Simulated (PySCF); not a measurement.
The vertical singlet excitations below were computed for one of the candidates. Method: TDDFT CAM-B3LYP/def2-SVPD, vertical, gas phase, core orbitals frozen in the response in PySCF 2.14.0, density-fitted response routines. Geometries: PBE0-D3(BJ)/def2-SVP, one conformer each. Relativistic effects are left out although some hold elements past zinc.

```json
{"state": "S1", "E (eV)": "6.07", "f": "0.055"}
{"state": "S2", "E (eV)": "6.38", "f": "0.038"}
{"state": "S3", "E (eV)": "6.41", "f": "0.128"}
{"state": "S4", "E (eV)": "6.59", "f": "0.044"}
{"state": "S5", "E (eV)": "6.69", "f": "0.265"}
{"state": "S6", "E (eV)": "6.79", "f": "0.039"}
{"state": "S7", "E (eV)": "7.39", "f": "0.027"}
{"state": "S8", "E (eV)": "7.42", "f": "0.048"}
{"state": "S9", "E (eV)": "7.56", "f": "0.0085"}
{"state": "S10", "E (eV)": "7.79", "f": "0.0067"}
```

Triplets computed (Tamm–Dancoff): 5.28, 5.34, 5.50, 5.58 eV.

Orbital energies (eV): HOMO-3 -10.64, HOMO-2 -9.86, HOMO-1 -8.73, HOMO -8.07, LUMO 0.82, LUMO+1 1.28, LUMO+2 1.50.

Question: Which candidate is it?
A. `CCC(=O)CC(C)=O`
B. `CC(C)[C@@H]([AsH2])C[AsH2]`
C. `CCCC(=O)C(C)=O`
D. `CC[C@H]1CCC=CS1`

Answer: B. Its S1, at 6.07 eV, is the highest among the candidates; the nearest of the others has S1 at 5.25 eV. S1 is HOMO→LUMO (85%). Löwdin shares by element: HOMO arsenic 60%, carbon 19% or more (atoms not listed hold the other 21%); LUMO arsenic 30%, carbon 8% or more, hydrogen 6% or more (atoms not listed hold the other 56%). At the same level the other candidates give, for their lowest levels:
- `CCC(=O)CC(C)=O`: 4.31 eV (f 0.006); 4.49 eV (f 0.000); 6.55 eV (f 0.000); 7.00 eV (f 0.053); 7.31 eV (f 0.118); HOMO -8.93, LUMO -0.19 eV
- `CCCC(=O)C(C)=O`: 2.91 eV (f 0.000); 4.72 eV (f 0.000); 6.78 eV (f 0.000); 6.85 eV (f 0.011); 6.88 eV (f 0.010); HOMO -8.66, LUMO -1.24 eV
- `CC[C@H]1CCC=CS1`: 5.25 eV (f 0.067); 5.61 eV (f 0.024); 5.89 eV (f 0.107); 6.36 eV (f 0.028); 6.42 eV (f 0.006); HOMO -7.14, LUMO 1.16 eV

The values belong to the conformer `[CH3:1][CH:2]([CH3:3])[C@@H:4]([AsH2:5])[CH2:6][AsH2:7]`: C1–C2–C4–As5 -67°, C2–C4–C6–As7 52°, H–As5–C4–C2 -177°, H–As5–C4–C2 -84°, H–As7–C6–C4 65°, H–As7–C6–C4 158°.
